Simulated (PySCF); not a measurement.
Input for PySCF: R-BP86/LANL2DZ on AuH, 2S+1 = 1, a spin state set in the input, which need not be the lowest, a point of a bond scan (R = 1.541 Å).

```python
from pyscf import gto, scf, dft, mp
from pyscf.data.elements import chemcore

mol = gto.M(
    atom='''
    Au    0.00000000    0.00000000    0.00000000
    H     0.00000000    0.00000000    1.54118900
    ''',
    basis='lanl2dz',
    ecp={'Au': 'lanl2dz'},
    charge=0, spin=0, verbose=3, max_memory=1800)
mf = dft.RKS(mol, xc='b88,p86')
mf.conv_tol = 1e-8
mf.max_cycle = 100
mf.kernel()
if not mf.converged:
    mf = mf.newton().run(mf.mo_coeff, mf.mo_occ)
```

Program output:

```
converged SCF energy = -136.121570921133
```

The run converged.

Cost: around 0.5 core-seconds (rough).
